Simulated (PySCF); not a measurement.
Work out the structure from these simulated measurements.

Formula: CH6BN3O.

- 1H NMR: chemical shifts (computed TMS as zero) by class: 8.20 (1 H), 4.24 (1 H), 2.36 (4 H) ppm [GIAO PBE0/pcSseg-1]
- Couplings: largest of the computed one-bond spin–spin couplings (means over like bonds): 13C–1H +191.7, 15N–1H -88.6 (×4), 15N–1H -82.9, 15N–11B -38.9 (×2), 15N–11B -29.4, 17O–13C +28.9, 15N–13C -13.8 Hz [B3LYP/pcJ-1, spin–dipole term left out for some pairs]
- Valence photoelectron: vertical ionisation energy: 9.19 eV [ΔSCF B3LYP/def2-SVPD]
- UV, strongest line: among the 10 lowest singlet transitions: S7 at 6.90 eV (180 nm, f = 0.313) [TDDFT B3LYP/def2-SVPD]
- UV, first state: lowest singlet excitation: 5.43 eV (228 nm, f = 0.001) [TDDFT B3LYP/def2-SVPD]
- 13C NMR: chemical shifts (computed TMS as zero) by class: 166.1 (1 C) ppm [GIAO PBE0/pcSseg-1]
- Dipole: 3.91 D [B3LYP/def2-SVPD]
- Rotational structure: rotational constants A, B, C: 7.467, 2.520, 1.884 GHz [PBE0-D3(BJ)/def2-SVP]

Electronic properties: PySCF, gas phase, density fitting. Levels stand in brackets. The structure is a single PBE0-D3(BJ)/def2-SVP conformer in the gas phase; no vibrational or solvent corrections. NMR classes are plain means over equivalent atoms (diastereotopic ones count apart unless rotation or inversion swaps them), as if these changed places fast.

Problem. Propose a structure and show how it fits.

Solution. Numbering: `[NH2:1][B:2]([NH2:3])[NH:4][CH:5]=[O:6]`. The one carbon: amide carbonyl carbon [C5] (166.1 ppm). Hydrogen classes from least to most shielded: 1 H on an amide carbonyl carbon, C5 (8.20 ppm), 1 H on an amide nitrogen, N4 (4.24 ppm), 4 H on 2 boron-bound nitrogens, N1/N3 (2.36 ppm, a mean of values up to 3.9 ppm apart in this geometry). The couplings run between: +191.7 Hz, amide carbonyl carbon [C5] and its hydrogen; -88.6 Hz, boron-bound nitrogen [N1] and its hydrogen (with 3 like pairs); -82.9 Hz, amide nitrogen [N4] and its hydrogen; -38.9 Hz, boron-bound nitrogen [N1] and three-coordinate boron [B2] (with 1 like pair); -29.4 Hz, amide nitrogen [N4] and three-coordinate boron [B2]; +28.9 Hz, amide oxygen [O6] and amide carbonyl carbon [C5]; -13.8 Hz, amide nitrogen [N4] and amide carbonyl carbon [C5]. The first electron is taken from the HOMO, whose largest Löwdin shares are 0.44 on a boron-bound nitrogen, 0.33 on a boron-bound nitrogen and 0.09 on the three-coordinate boron. The optimised geometry has point group Cs and is an asymmetric top. Structure: `C(NB(N)N)=O`. The assignments are read from this structure; whether some other isomer fits the data as well wasn't checked.

Shape of the structure used: `[NH2:1][B:2]([NH2:3])[NH:4][CH:5]=[O:6]`: N1–B2–N4–C5 -179°, B2–N4–C5–O6 0°, H–N1–B2–N3 180°, H–N1–B2–N3 0°, H–N3–B2–N1 0°, H–N3–B2–N1 180°.
